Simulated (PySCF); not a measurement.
# How methods differ on the excitation energy of Ba

Ba [Xe] 6s2 (1S) → Ba [Xe] 5d1 6s1 (3D), as a difference of total energies. Calculation: PySCF 2.14, in ANO-RCC-VTZP; scalar relativity by spin-free X2C-1e. Correlated levels: valence and next inner shell: [Kr] 4d10 frozen. The calculations carry no spin-orbit coupling.

Q: Order these methods by the excitation energy they give, lowest first.
A. UHF
B. CCSD (valence and next inner shell)
C. SCS-MP2 (valence and next inner shell)
D. CCSD(T) (valence and next inner shell)

A: A (0.847 eV), B (1.185 eV), D (1.237 eV), C (1.322 eV).

Errors of the correlated levels include the incompleteness of this basis and the frozen core.

For comparison: 1.160 eV (measured; NIST levels, between the centres of gravity of the two terms).
